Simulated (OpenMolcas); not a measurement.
**Fe4+, Ru4+, Os4+: d⁴ down the group**

| Property | Result |
| --- | --- |
| Program | OpenMolcas |
| Method | CASSCF |
| Basis | ANO-RCC-VTZP |
| Scalar Hamiltonian | DKH2, point nucleus |
| Spin-orbit coupling | RASSI with atomic mean-field integrals over the reference wave functions, term energies averaged over their components |

Active space for each ion: 4 electrons in 10 orbitals (d d).

Computed levels in cm-1 above ⁵D₀:

```csv
Level,Fe4+,Ru4+,Os4+
⁵D₁,153,458,3675
⁵D₂,450,1253,7269
⁵D₃,878,2277,10371
⁵D₄,1422,3459,12840
³H₄,26397,19899,21920
³H₅,26735,20982,27131
³H₆,27109,21916,29510
³P₀(1),28126,19758,20383
³P₁(1),29022,22151,27827
weight of ⁵D in the lowest level (%),100,98,73
```

Mixed levels, with the weight of the term that names them: Os4+ ⁵D₀ (73 %), Os4+ ³H₄ (61 %), Os4+ ³P₀(1) (60 %).

Measured, with the error of the calculation in %. Measured levels: Fe4+ from Corliss and Sugar, J. Phys. Chem. Ref. Data 11, 135 (1982); Os4+ from the list in Palmeri et al., Atoms 14, 22 (2026).

```csv
Level,Fe4+,Os4+
⁵D₁,142 (+7.7),4311 (-14.8)
⁵D₂,417 (+7.9),8083 (-10.1)
⁵D₃,803 (+9.4),11018 (-5.9)
⁵D₄,1283 (+10.9),12966 (-1.0)
³H₄,24932 (+5.9),20374 (+7.6)
³H₅,25226 (+6.0),25344 (+7.1)
³H₆,25528 (+6.2),27669 (+6.7)
³P₀(1),24055 (+16.9),
³P₁(1),24973 (+16.2),24680 (+12.8)
```

The fine-structure level ⁵D₄ changes by a factor of 9.03 from Fe4+ to Os4+.

Without spin-orbit coupling ³H lies 25954, 19076, 17768 cm-1 above ⁵D in that order; the difference to the level ³H₄, of either sign, comes from spin-orbit coupling, which also lowers the zero.

Without dynamic correlation excited terms often stand tens of per cent too high (terms of higher spin than the ground term too low), and those without a measured partner can miss by more than the paired ones. Active for correlation alone: 4d; no level in the range computed is led by a configuration that fills it, so any true level of that kind is missing (holds for Fe4+). Active for correlation alone: 5d; no level in the range computed is led by a configuration that fills it, so any true level of that kind is missing (holds for Ru4+). Active for correlation alone: 6d; no level in the range computed is led by a configuration that fills it, so any true level of that kind is missing (holds for Os4+). Computed and measured levels are paired by configuration, term and J; levels that our copy of the source lacks, or whose pairing is in doubt (as where it misses far off the trend of its configuration), stay unpaired and out of the deviations. Levels of configurations outside the active space are missing.

A number in round brackets counts repeated terms of one configuration in the order of the reference energies.
